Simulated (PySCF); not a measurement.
**SiAs⁺: energy against distance**

Set-up: PySCF, no relativity, basis sets Si def2-TZVPPD, As def2-TZVPPD. Energies in eV from Si⁺ + As in their ground configurations at the same level. State: ³Σ⁻ (triplet), unpaired electrons π ↑↑.

All columns are LDA. A positive dipole points towards As; it is taken about the centre of mass and depends on that origin.

```tsv
R (Å)	E (eV)	μ (D)	Mulliken charge on Si (basis-dependent)	HOMO (eV)	LUMO (eV)	Mayer bond order	⟨S²⟩
2.002	-2.843	-2.08	0.56	-12.19	-12.75	1.63	2.00
2.095	-3.392	-2.38	0.59	-12.19	-12.42	1.65	2.00
2.188	-3.696	-2.70	0.62	-12.17	-12.12	1.68	2.00
2.258	-3.807	-2.94	0.64	-12.14	-11.91	1.69	2.00
2.328	-3.842	-3.18	0.65	-12.10	-11.72	1.70	2.00
2.398	-3.818	-3.42	0.66	-12.06	-11.55	1.70	2.00
2.491	-3.719	-3.74	0.68	-11.98	-11.33	1.70	2.00
2.607	-3.522	-4.12	0.69	-11.87	-11.10	1.70	2.00
2.747	-3.223	-4.57	0.70	-11.72	-10.86	1.68	2.00
2.933	-2.778	-5.13	0.71	-11.51	-10.62	1.66	2.01
```

A fit through these points gives, at Re = 2.332 Å, μ = -3.19 D and dμ/dR = -3.45 D/Å; the reduced mass is 20.37 u.

How strong is the fundamental in the double-harmonic approximation, I = 42.26·(dμ/dR)²/μred km/mol?

I = 42.26·(-3.45)²/20.37 = 24.7 km/mol at LDA.

Spin–orbit coupling is left out. For an ion De counts to the pair picked by the measured ionisation energies or electron affinities, which need not be the lowest pair at this level. The state was picked by a PBE0 search and need not be the measured ground state.

At some distances an empty level lies below a filled one, because the occupation is held.
